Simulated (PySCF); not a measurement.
Coordinates in bohr (charge 0 multiplicity 1):
```
Te    0.0000    0.0000   -1.3864
O     0.0000    3.0442   -3.0233
O     0.0000   -3.0442   -3.0233
Br    3.6689    0.0000    1.7421
Br   -3.6689    0.0000    1.7421
```

These are results of PBE/[Te def2-SVP with ECP28, O def2-SVP, Br def2-SVP], scalar-relativistic core potentials, density fitting, no spin–orbit coupling, PySCF, not measurements.

This geometry of TeO2Br2 is a stationary point at this level.

(1) What is the point group?

(2) Is it a minimum?

(3) Give the atomic charges and bond orders.

(4) Give the ideal-gas entropy at 298.15 K and 1 bar by parts.

Results:

(1) C2v.

(2) Yes: all harmonic wavenumbers are real.

(3) 
```csv
atom,Mulliken,Löwdin,polar tensor,Mayer order to Te1
Te1,1.09,0.95,1.79,–
"O2,3",-0.41,-0.40,-0.51,1.62
"Br4,5",-0.14,-0.07,-0.38,0.80
```

(4) translation 180.8, rotation 122.6, vibration 76.8, spin 0.0; total 380.2 J/(mol K).

Other isomers or separated fragments may lie lower.
